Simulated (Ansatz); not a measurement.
```yaml
crystal:
  periodic: [true, true, true]
  atoms:
    - {symbol: C, position_ang: [-3.384288, 0.450619, 0.065477]}
    - {symbol: O, position_ang: [-2.013564, 0.259832, 0.045883]}
    - {symbol: Y, position_ang: [-0.001404, -0.006843, 0.015458]}
    - {symbol: O, position_ang: [0.782386, -1.862983, 0.264365]}
    - {symbol: C, position_ang: [1.327909, -3.124824, 0.424965]}
    - {symbol: O, position_ang: [1.226750, 1.581980, -0.280185]}
    - {symbol: C, position_ang: [2.052106, 2.673798, -0.486214]}
    - {symbol: H, position_ang: [-3.833500, 0.041255, 0.980498]}
    - {symbol: H, position_ang: [-3.645068, 1.516754, 0.017508]}
    - {symbol: H, position_ang: [-3.869945, -0.045828, -0.785526]}
    - {symbol: H, position_ang: [0.808468, -3.869057, -0.193908]}
    - {symbol: H, position_ang: [1.256507, -3.461840, 1.467967]}
    - {symbol: H, position_ang: [2.390103, -3.144823, 0.145131]}
    - {symbol: H, position_ang: [1.473513, 3.592555, -0.653732]}
    - {symbol: H, position_ang: [2.707242, 2.849532, 0.377769]}
    - {symbol: H, position_ang: [2.699884, 2.527374, -1.361155]}
basis:
  gaussian: {orbitals: def2-mTZVPP}
hamiltonian: {xc: {name: wPBEh}}
output: {forces: true}
```

```sh
$ ansatz run in.yaml --threads 2 --pin off --events-out ev --progress --plain --max-ram 22528MiB --backend cpu
```

It prints (some lines left out):

```
Error: YAML parse error: error: line 2 column 3: crystal: missing field `lattice` (a structure is typed as `lattice` and `atoms`, a molecule's as `atoms` in Å alone, or read from a run's directory, `checkpoint`)
 --> <input>:2:3
1 | crystal:
2 |   periodic: [true, true, true]
3 |   atoms:
4 |     - {symbol: C, position_ang: [-3.384288, 0.450619, 0.065477]}
```

Something in this input is off. What?

The molecule is marked periodic without a cell. The input was rejected before any iteration.
